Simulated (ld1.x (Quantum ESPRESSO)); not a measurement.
**Before and after: TM potential for Be**

Be, norm-conserving Troullier–Martins (Kleinman–Bylander form), made with ld1.x (Quantum ESPRESSO) 7.5 (PBE, scalar-relativistic). Core [He], reference 2s0.5 2p0 (charge +1.5). Waves: 2p (bound, empty): rc 2.30 bohr; 3d channel at 0.15 Ry: rc 2.35 bohr; 2s (bound): rc 1.75 bohr. Local part: the s channel. Core correction: none.

Change: all radii scaled by about 1.25 (s 2.18, p 2.88, d 2.94 bohr).

Cutoffs: the cutoffs (Ry, on a coarse ladder) from which the occupation-weighted sum of valence levels, in a spherical-Bessel basis at the reference potential, stays within 10 and 1 mRy of its value at 400 Ry; they do not see the model core or the augmentation charge, which bear on the density cutoff. Errors are all-electron minus pseudo energies relative to the spin-unpolarised reference configuration.

Problem. How do hardness, ghosts and transferability respond?

Solution. The potential gets softer (8 Ry and 15 Ry → 6 Ry and 12 Ry); of the 6 tests that both files solve, the error grows in 1 and shrinks in 0 by more than 15 % and 0.3 meV (median size 87.5 → 90.3 meV); neither file shows a bound ghost. A larger radius leaves more room for a smooth pseudo-wave, so fewer plane waves are needed.

```tsv
quantity	base	changed
cutoff, loose	8 Ry	6 Ry
cutoff, tight	15 Ry	12 Ry
bound ghosts	none	none
error for 2s2 2p0, meV [ΔE -17.48 eV]	+77	+73
error for 2s1 2p0, meV [ΔE -7.93 eV]	+24	+23
error for 2s1.5 2p0, meV [ΔE -13.72 eV]	+55	+52
error for 2s1 2p1, meV [ΔE -13.87 eV]	+119	+132
error for 2s0 2p2, meV [ΔE -10.23 eV]	+176	+205
error for 2s0 2p1, meV [ΔE -4.02 eV]	+98	+108
```

Base: The cutoffs count occupied waves only; the empty 2p level needs 15 Ry at the loose tolerance. Changed file: The cutoffs count occupied waves only; the empty 2p level needs 10 Ry at the loose tolerance.
